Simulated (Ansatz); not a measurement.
Input file for C$_{4}$H$_{7}$F$_{3}$, SMILES `CC(C)(F)C(F)F`:

```yaml
crystal:
  periodic: [false, false, false]
  atoms:
    - {symbol: C, position_ang: [-0.249667, 0.595128, 1.307579]}
    - {symbol: C, position_ang: [-0.294794, -0.217276, 0.036104]}
    - {symbol: C, position_ang: [0.851759, -1.192890, -0.094238]}
    - {symbol: F, position_ang: [-1.481854, -0.950330, 0.023476]}
    - {symbol: C, position_ang: [-0.379377, 0.668173, -1.203833]}
    - {symbol: F, position_ang: [-1.382477, 1.565874, -1.089907]}
    - {symbol: F, position_ang: [0.776268, 1.365727, -1.348685]}
    - {symbol: H, position_ang: [-0.213791, -0.076193, 2.166540]}
    - {symbol: H, position_ang: [-1.133673, 1.227060, 1.387347]}
    - {symbol: H, position_ang: [0.638282, 1.228955, 1.320536]}
    - {symbol: H, position_ang: [0.766316, -1.769385, -1.017756]}
    - {symbol: H, position_ang: [0.832853, -1.885625, 0.748084]}
    - {symbol: H, position_ang: [1.806545, -0.666412, -0.095948]}
    - {symbol: H, position_ang: [-0.549392, 0.078095, -2.110397]}
basis:
  gaussian: {orbitals: def2-SVP}
correlation: {method: ccsd_t}
```

```sh
$ ansatz run in.yaml --threads 4 --pin off --events-out ev --progress --plain --max-ram 11315MiB
```

The program prints (abridged):

```
Functional definition: HF
1329 factors; integrals over basis functions are off by at most 1.5e-3 eV
mean field evaluation 1: about -12336.6081 eV, gradient 4.2e1 eV
mean field evaluation 2: about -12336.7796 eV, gradient 4.2e1 eV
mean field evaluation 4: about -12340.8331 eV, gradient 4.5e0 eV
mean field evaluation 8: about -12340.8940 eV, gradient 2.1e-1 eV
mean field -12340.89416183 eV, -453.5194954887 hartree, gradient 1.7e-6 eV, S^2 0.000000; 0 other end points of the search recorded, 0 dependent functions left out
7 core orbitals not correlated: weight in the atoms' cores, before any rotation towards them, 1.000 or more for the frozen orbitals, at most 0.000 for the correlated occupied ones
reference -12340.89416183 eV, -453.5194954887 hartree; 22, 22 occupied and 104, 104 virtual orbitals, 1329 factors
second order -30.19964980 eV of doubles, -0.00000000 eV of singles
cycle   1  -30.85374417 eV  change   -6.5e-1 eV  update   1.1e-1
cycle   2  -31.51008734 eV  change   -6.6e-1 eV  update   3.1e-2
cycle   3  -31.67707895 eV  change   -1.7e-1 eV  update   1.5e-2
cycle   4  -31.67400800 eV  change    3.1e-3 eV  update   2.8e-3
cycle   5  -31.67348606 eV  change    5.2e-4 eV  update   1.1e-3
cycle   6  -31.67394462 eV  change   -4.6e-4 eV  update   3.2e-4
cycle   7  -31.67379824 eV  change    1.5e-4 eV  update   1.2e-4
cycle   8  -31.67372536 eV  change    7.3e-5 eV  update   3.8e-5
cycle   9  -31.67372912 eV  change   -3.8e-6 eV  update   1.2e-5
perturbative correction -0.74235383 eV, -0.0272810000 hartree
Total energy: -12373.31024478 eV, -454.7107645648 hartree
```

Run time 35 s (4 threads of an Arm Neoverse V1 on a shared host); peak host memory 1.1 GiB.

MP2 recovers 93.2 % of the CCSD(T) correlation energy and the triples give 2.3 %; T1 = 0.0102.
